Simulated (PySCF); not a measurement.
**Spin-rotation constants: `[SiH3]/C=C/[SiH2]P`, C$_{2}$H$_{9}$PSi$_{2}$**

Geometry:
| atom | x (Å) | y (Å) | z (Å) |
| --- | --- | --- | --- |
| Si1 | -2.645 | 0.500 | -0.049 |
| C2 | -0.779 | 0.340 | 0.011 |
| C3 | -0.127 | -0.831 | 0.125 |
| Si4 | 1.740 | -1.002 | 0.190 |
| P5 | 2.666 | 1.028 | -0.215 |
| H6 | -3.252 | -0.861 | 0.063 |
| H7 | -3.136 | 1.360 | 1.072 |
| H8 | -3.079 | 1.133 | -1.332 |
| H9 | -0.184 | 1.266 | -0.045 |
| H10 | -0.720 | -1.756 | 0.185 |
| H11 | 2.178 | -1.441 | 1.552 |
| H12 | 2.184 | -2.050 | -0.783 |
| H13 | 2.558 | 0.897 | -1.634 |
| H14 | 3.997 | 0.511 | -0.174 |

Level of theory: GIAO B97-D/pcSseg-1 magnetisability, rotational g tensor and spin-rotation constants, non-relativistic, gas phase (PySCF 2.14.0). Geometry: PBE0-D3(BJ)/def2-SVP.

Q: Give the nuclear spin-rotation constants along the inertial axes (H = +C I·J) beside the isotropic shieldings.

A: Rotational constants 4.8860, 0.9008, 0.7793 GHz. A star marks the isotopologue with that one atom substituted, in its own axes.
| atom | isotope | Caa (kHz) | Cbb (kHz) | Ccc (kHz) | mean (kHz) | σ (ppm) |
| --- | --- | --- | --- | --- | --- | --- |
| P5 | 31P | 4.273 | 0.910 | 0.693 | 1.958 | 587.5 |
| H6 | 1H | -0.314 | 0.018 | -0.073 | -0.123 | 27.5 |
| H7 | 1H | -0.343 | -0.062 | 0.005 | -0.134 | 27.2 |
| H8 | 1H | -0.371 | -0.043 | -0.008 | -0.141 | 27.2 |
| H9 | 1H | -0.172 | 0.050 | -0.090 | -0.071 | 24.5 |
| H10 | 1H | -0.177 | 0.054 | -0.090 | -0.071 | 24.3 |
| H11 | 1H | -0.368 | -0.056 | 0.007 | -0.139 | 26.9 |
| H12 | 1H | -0.330 | -0.045 | -0.004 | -0.127 | 26.6 |
| H13 | 1H | -0.532 | -0.091 | 0.008 | -0.205 | 29.9 |
| H14 | 1H | 0.047 | -0.083 | -0.092 | -0.043 | 30.0 |
| Si1 | 29Si* | -2.483 | -0.492 | -0.474 | -1.150 | 412.1 |
| C2 | 13C* | 2.273 | 0.417 | 0.099 | 0.930 | 31.9 |
| C3 | 13C* | 2.229 | 0.416 | 0.112 | 0.919 | 29.9 |
| Si4 | 29Si* | -2.657 | -0.501 | -0.501 | -1.220 | 391.9 |

For the geometry as given, no vibrational averaging.
